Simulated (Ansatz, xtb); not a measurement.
**Relative energy of two isomers of C6H5FO**

Structure a: `C=Cc1ccc(F)o1`, a singlet. Structure b: `C=Cc1cocc1F`, a singlet. Both are isolated molecules in the gas phase, relaxed with PBE0-D3(BJ)/def2-SVP, each in the lowest conformer that the search found.

a (Å):

```yaml
atoms:
  - { symbol: C, position_ang: [-0.9117, 1.7979, -1.1001] }
  - { symbol: C, position_ang: [-0.7898, 2.2714, 0.1481] }
  - { symbol: C, position_ang: [-0.3106, 1.5300, 1.2866] }
  - { symbol: C, position_ang: [-0.1310, 1.8666, 2.6036] }
  - { symbol: C, position_ang: [0.3771, 0.7086, 3.2718] }
  - { symbol: C, position_ang: [0.4594, -0.2302, 2.2919] }
  - { symbol: F, position_ang: [0.8529, -1.4731, 2.3083] }
  - { symbol: O, position_ang: [0.0610, 0.2231, 1.1088] }
  - { symbol: H, position_ang: [-0.6416, 0.7677, -1.3450] }
  - { symbol: H, position_ang: [-1.2851, 2.4317, -1.9062] }
  - { symbol: H, position_ang: [-1.0656, 3.3062, 0.3734] }
  - { symbol: H, position_ang: [-0.3408, 2.8390, 3.0438] }
  - { symbol: H, position_ang: [0.6427, 0.5838, 4.3174] }
```

b (Å):

```xyz
13

C    -1.1528    1.8097   -0.8148
C    -0.4241    2.2770    0.2069
C    -0.0618    1.5380    1.4053
C     0.6848    1.9958    2.4620
C     0.1821   -0.0579    2.9945
C    -0.3784    0.1889    1.7799
F    -1.0932   -0.6627    1.0627
O     0.8321    1.0538    3.4067
H    -1.3735    2.4433   -1.6765
H    -1.5459    0.7910   -0.8228
H    -0.0514    3.3065    0.1676
H     1.1577    2.9560    2.6541
H     0.1987   -0.9268    3.6448
```

Energies in hartree; the thermal terms are from GFN2-xTB frequencies at re-optimised GFN2-xTB minima (ideal gas, soft modes damped towards free rotors, one conformer each, 298.15 K, 1 atm) and include the zero-point energy:

|  | a | b |
| --- | --- | --- |
| E, CCSD(T)/def2-SVP | −405.280408 | −405.270570 |
| E, MP2/def2-SVP | −405.195010 | −405.184121 |
| E, MP2/def2-TZVPP | −405.942767 | −405.931603 |
| zero-point energy | 0.092422 | 0.092460 |
| H(298 K) − E | 0.100282 | 0.100321 |
| G(298 K) − E | 0.061148 | 0.061160 |

Q: Correct the CCSD(T) difference for the basis set by the MP2 change, then work out ΔE, ΔE₀, ΔH and ΔG for a → b in kcal/mol (1 Eh = 627.51 kcal/mol) and the equilibrium ratio [b]/[a].

A: 1. Differences b − a: CCSD(T) +0.009838, MP2 in the small set +0.010889, MP2 in the large set +0.011164 Eh.
2. ΔE = +0.009838 + (+0.011164 − (+0.010889)) = +0.010113 Eh = +6.35 kcal/mol.
3. ΔE₀ = ΔE + ΔZPE = +0.010113 + (+0.000038) Eh = +6.37 kcal/mol.
4. ΔH = ΔE + (+0.000039) Eh = +6.37 kcal/mol.
5. ΔG = ΔE + (+0.000012) Eh = +6.35 kcal/mol, so ΔS = (ΔH − ΔG)/T = +0.2 J/(mol K).
6. kT = 0.9442 mEh, so K = [b]/[a] = exp(−ΔG/kT) = exp(−10.72) ≈ 2.2 × 10^−5.

Structure a is favoured at this temperature. An error of 1 kcal/mol in ΔG would change K by a factor of 5.4. Mirror images and further conformers aren't counted.

As drawn, both hold the same kinds of bond in the same numbers.

Other levels gave ΔE = +3.0 (GFN2-xTB); +6.1 (HF/STO-3G, GFN2-xTB geometries); +7.5 (r2SCAN-D4/def2-SVP, GFN2-xTB geometries); +7.1 (PBE0-D3(BJ)/def2-SVP); +7.3 (HF/def2-SVP); +6.8 (MP2/def2-SVP); +6.2 (CCSD(T)/def2-SVP) kcal/mol. The correlated steps freeze 8 core orbitals. Programs: Ansatz 0.2.0, xtb 6.7.1.
